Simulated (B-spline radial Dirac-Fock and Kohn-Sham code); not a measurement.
## Satellites and hypersatellites of the K lines of Rb²⁷⁺

System: rubidium as Rb²⁷⁺, [He] 2s2 2p6.

The run's input, task.json:

```json
{"items": [{
  "Z": 37,
  "q": 27,
  "cfg": [[1, 0, 2], [2, 0, 2], [2, 1, 6]],
  "A": 85,
  "rrms": 4.2036,
  "do": ["binding", "quiet", "double"]
}]}
```

Launch: `python xray_run.py task.json out`

Level of theory: Dirac-Fock (average of configuration) total-energy differences with a finite nucleus, the Breit interaction including its frequency dependence, and self-energy and vacuum-polarisation corrections; a radial atomic solver. Each two-hole energy is an average over J within one jj subconfiguration, not an observable level; in light atoms, where LS coupling holds, the j-resolved values are not observed lines, and for a K spectator the Kα1 hypersatellite is nearly forbidden. Correlation energy is missing from these numbers.

Lines without a spectator: Kα2 (K-L2) 13412.5 eV, Kα1 (K-L3) 13475.0 eV. Shifts in eV with one spectator hole (a dash: not computed, or left out as unreliable):

```tsv
spectator hole	Kα2	Kα1
K (1s)	+408.3	+415.3
L2 (2p1/2)	+47.5	+57.9
L3 (2p3/2)	+50.9	+49.9
```

With n spectator holes in 2p, averaged over the 2p shell (energies in eV):

```tsv
n	KαLⁿ	step	hypersatellite KαʰLⁿ
0	13454.2	–	13867.2
1	13506.3	+52.1	13920.8
2	13559.9	+53.6	13975.8
3	13615.0	+55.1	14032.3
4	13671.5	+56.5	14090.2
5	13729.5	+58.0	14149.6
```
